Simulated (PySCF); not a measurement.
BiCl₄, doublet: data card

These are results of PySCF, UPBE, basis Bi def2-SVP with ECP60, Cl def2-SVP (scalar-relativistic core potentials, no spin–orbit coupling, density fitting), not measurements.

The structure is a minimum.

Z-matrix (Å, degrees; charge 0 multiplicity 2):
```
Bi
Cl 1 2.5222
Cl 1 2.5222 2 109.47
Cl 1 2.5222 2 109.47 3 120.00
Cl 1 2.5222 2 109.47 3 -120.00
```

```json
{
  "Point group": "Td",
  "Bond lengths": "Bi–Cl 2.522 Å (×4)",
  "Bond angles": "Cl–Bi–Cl 109.5° (×6)",
  "Highest occupied level (α)": "-7.16 eV",
  "Rotational constants": "0.02842, 0.02842, 0.02842 cm⁻¹",
  "Heat capacity Cp at 298.15 K": "102.8 J/(mol K)",
  "Lowest empty level (β)": "-6.72 eV",
  "Dipole moment": "0.00 D",
  "Principal polarisabilities": "93.7, 93.7, 93.7 bohr³",
  "Atomisation energy without zero-point energy": "1078 kJ/mol",
  "Enthalpy at 298.15 K above 0 K": "25.03 kJ/mol",
  "Spin squared ⟨S²⟩": "0.752",
  "Entropy at 298.15 K and 1 bar (electronic part: spin only)": "410.6 J/(mol K)",
  "Rotational symmetry number": "12",
  "Principal quadrupole moments (Buckingham, traceless) about the centre of mass": "0.00, 0.00, 0.00 D Å",
  "Zero-point energy": "8.9 kJ/mol"
}
```

Harmonic modes (masses in u: Bi 208.980, Cl 34.969):
```json
{"symmetry": "t2", "ω (cm⁻¹)": "59", "IR (km/mol, summed over degenerate members)": "7.5"}
{"symmetry": "e", "ω (cm⁻¹)": "71", "IR (km/mol, summed over degenerate members)": "0.0"}
{"symmetry": "t2", "ω (cm⁻¹)": "290", "IR (km/mol, summed over degenerate members)": "111"}
{"symmetry": "a1", "ω (cm⁻¹)": "294", "IR (km/mol, summed over degenerate members)": "0.0"}
```

In Td the vibrations span 2t2 + e + a1. The a1, e modes carry no infrared intensity, as symmetry demands.

Charges (e):
```csv
atom,Mulliken,Löwdin,polar tensor,spin (Mulliken),Mayer order to Bi1
Bi1,0.92,0.45,1.64,0.06,–
"Cl2,3,4,5",-0.23,-0.11,-0.41,0.24,0.86
```

Mulliken populations on Bi1 (electrons outside its core potential): s 3.85, p 7.96, d 10.28.

Outer orbital energies (eV). α occupied: -8.32, -8.32, -8.26, -8.26, -8.02, -8.02, -8.02, -7.16; empty: -2.88, -2.88, -2.88, 5.04. β occupied: -8.17, -8.17, -8.17, -8.16, -8.16, -7.92, -7.92, -7.92; empty: -6.72, -2.73, -2.73, -2.73.

This need not be the most stable arrangement of these atoms. No spin–orbit coupling is included, which matters more the heavier the element.

The final relaxation and frequency run took 23 s on 4 threads of a shared Arm Neoverse V2 host, with 98 basis functions and 6 gradients; the process peaked at 1.2 GiB.
